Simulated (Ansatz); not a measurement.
Consider the ligand exchange at the Al–C bond: `C[CH](C)[Al]([OH])[OH]` + CH₃OH → `C[O][Al]([OH])[OH]` + `CCC`.

Isolated molecules relaxed with PBE0-D4/def2-TZVP in Ansatz; ΔE leaves out vibrations. CCSD(T)/CBS is the MP2 limit (def2-TZVPP, def2-QZVPP) plus CCSD(T) − MP2 in def2-TZVPP, frozen cores. This one scheme is used for every species. Functionals use def2-TZVPP. Each species was taken in one conformer, which may not be the lowest.

```
             level  ΔE (kJ/mol)  difference from CCSD(T)/CBS
            B2PLYP       -159.4                         -7.9
               PBE       -141.8                          9.7
     HF/def2-TZVPP       -176.8                        -25.3
    MP2/def2-TZVPP       -155.2                         -3.7
   CCSD/def2-TZVPP       -157.4                         -5.9
     HF/def2-QZVPP       -177.7                        -26.2
SCS-MP2/def2-QZVPP       -158.4                         -6.9
      HF/CBS(def2)       -177.9                        -26.4
     MP2/CBS(def2)       -153.1                         -1.6
    CCSD/CBS(def2)       -155.4                         -3.9
       CCSD(T)/CBS       -151.5                            0
```

Largest T1 diagnostic among the species: 0.012.

In def2-TZVPP, CCSD(T) changes the Hartree–Fock value by +23.2 kJ/mol (the triples alone add +3.9 kJ/mol) and MP2 by +21.6 kJ/mol. From PBE to PBE0 (25 % exact exchange), in def2-TZVPP and without D4, ΔE moves by −5.7 kJ/mol. The D4 term adds +5.1 kJ/mol with B3LYP and +3.1 kJ/mol with PBE0; it sums over pairs of atoms, weighted by their polarisabilities, and B3LYP, whose exchange is more repulsive, gets the larger term.

B3LYP here is the variant with VWN-RPA as its local correlation; programs differ in this.
